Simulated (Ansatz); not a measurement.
**A geometry optimisation of C6H7Al with B3LYP-D3(BJ)/def2-SVP**

The starting geometry of this gas-phase singlet was optimised with GFN2-xTB; its bonds are those of `C#C[CH2][Al]([CH3])[C]#C`.

```yaml
atoms:
  - { symbol: C, position_ang: [-0.6384, -2.1007, 2.1700] }
  - { symbol: C, position_ang: [-1.4657, -1.4043, 1.6522] }
  - { symbol: C, position_ang: [-2.4681, -0.5630, 1.0300] }
  - { symbol: C, position_ang: [-1.4338, -0.4717, -2.3169] }
  - { symbol: C, position_ang: [-0.9171, 2.1601, -0.1507] }
  - { symbol: C, position_ang: [-0.4551, 3.2449, 0.1279] }
  - { symbol: Al, position_ang: [-1.6147, 0.3814, -0.5305] }
  - { symbol: H, position_ang: [0.0847, -2.7074, 2.6267] }
  - { symbol: H, position_ang: [-2.8181, 0.1646, 1.7783] }
  - { symbol: H, position_ang: [-3.3270, -1.1960, 0.7612] }
  - { symbol: H, position_ang: [-0.5322, -1.0884, -2.3963] }
  - { symbol: H, position_ang: [-1.3638, 0.2813, -3.1095] }
  - { symbol: H, position_ang: [-2.2758, -1.1283, -2.5662] }
  - { symbol: H, position_ang: [-0.0581, 4.1935, 0.3671] }
```

Problem. Where would you expect an optimisation with B3LYP-D3(BJ)/def2-SVP to take it?

Solution. It rearranges, giving a structure given below by its coordinates. Contacts that open: C3–Al7 (2.01 → 2.62 Å). Contacts that close: C1–Al7 (3.80 → 1.99 Å), C2–Al7 (2.82 → 2.18 Å).

The energy falls by 0.36 eV over 28 steps:

```
step  E − E(last) (eV)
   1             0.363
   4             0.245
   7             0.216
  10             0.186
  13             0.137
  16             0.073
  19             0.015
  22             0.002
  25             0.000
  28             0.000
```

Final geometry (Å):

```
atom    x (Å)    y (Å)    z (Å)
   C  -0.5510  -1.3516   1.2324
   C  -1.8081  -1.1067   1.4173
   C  -3.0073  -0.5511   1.1891
   C  -1.2744  -0.6972  -2.0499
   C  -0.5050   1.7773   0.1430
   C  -0.2524   2.9523   0.3633
  Al  -0.8785  -0.0630  -0.2493
   H   0.1429  -1.9824   1.7852
   H  -3.3104   0.3600   1.7163
   H  -3.7723  -1.0807   0.6112
   H  -0.3469  -0.7894  -2.6420
   H  -1.9331   0.0013  -2.5919
   H  -1.7559  -1.6887  -2.0411
   H  -0.0309   3.9858   0.5596
```

No frequencies were run, so the end isn't proven a minimum. Run with Ansatz 0.2.0, 3.7 min on 2 threads of Intel(R) Xeon(R) Processor @ 2.50GHz (Skylake/Cascade Lake), with other jobs on the host.
